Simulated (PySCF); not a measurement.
**State search for TiF**

Unrestricted PBE0; basis Ti def2-TZVPPD, F def2-TZVPPD; no relativity; PySCF 2.14. Outer shells of the fragments: Ti 3d2 4s2; F 2s2 2p5.

Followed along the bond (rough minima from three points):

```json
{"2Ms+1": "4", "unpaired": "σ ↑, δ ↑↑", "⟨S²⟩ at the start": "3.75", "R at minimum (Å)": "1.78", "Te (eV)": "0.00"}
{"2Ms+1": "4", "unpaired": "σ ↑, π ↑, δ ↑", "⟨S²⟩ at the start": "3.75", "R at minimum (Å)": "1.82", "Te (eV)": "0.02"}
{"2Ms+1": "4", "unpaired": "σ ↑, π ↑, δ ↑", "⟨S²⟩ at the start": "3.75", "R at minimum (Å)": "1.82", "Te (eV)": "0.05"}
{"2Ms+1": "2", "unpaired": "δ ↑", "⟨S²⟩ at the start": "1.36", "R at minimum (Å)": "1.77", "Te (eV)": "0.49"}
{"2Ms+1": "2", "unpaired": "σ ↓, π ↑, δ ↑", "⟨S²⟩ at the start": "1.73", "R at minimum (Å)": "1.83", "Te (eV)": "0.58"}
{"2Ms+1": "4", "unpaired": "σ ↑↑, δ ↑", "⟨S²⟩ at the start": "3.75", "R at minimum (Å)": "1.87", "Te (eV)": "0.61"}
```

Solutions found at the starting distance of 1.880 Å, counted from the lowest of them; the search is not exhaustive and high or unbound solutions are not listed, so other states can lie among these:

```csv
2Ms+1,unpaired,term,E (eV),⟨S²⟩,⟨Lz²⟩,μ (D)
4,"σ ↑, π ↑, δ ↑",mixed,0.00,3.75,4.87,-3.15
4,"σ ↑, π ↑, δ ↑",mixed,0.03,3.75,4.96,-3.31
4,"σ ↑, δ ↑↑",⁴Σ⁻,0.07,3.75,0.00,-3.85
2,"σ ↓, π ↑, δ ↑",mixed,0.55,1.73,4.66,-2.80
4,"σ ↑↑, δ ↑",⁴Δ,0.56,3.75,4.00,-1.44
2,δ ↑,mixed,0.56,1.36,4.00,-2.29
2,"σ ↑, δ ↑↓",mixed,0.63,1.75,8.01,-3.08
2,"σ ↓, δ ↑↑",mixed,0.69,1.75,0.00,-2.15
4,"σ ↑, π ↑↑",⁴Σ⁻,0.69,3.75,0.00,-2.90
2,"σ ↑, π ↓, δ ↑",mixed,0.73,1.75,4.95,-3.36
```

A term symbol is given only where ⟨S²⟩ and ⟨Lz²⟩ are close to those of a pure state; real π, δ and φ orbitals otherwise mix terms. A positive dipole means Ti(−)F(+).

Problem. Compare the gap between the two lowest followed solutions at the starting distance with the gap between their minima.

Solution. At PBE0 the second solution (quartet, unpaired electrons σ ↑, π ↑, δ ↑) lies -0.07 eV from the first (quartet, unpaired electrons σ ↑, δ ↑↑) at 1.880 Å and +0.02 eV at the minima; the two curves relax by different amounts, since their minima lie near 1.82 and 1.78 Å. A gap this small is a tie at this level.

With d or f electrons several states lie close, and the lowest PBE0 determinant need not be the measured ground state.
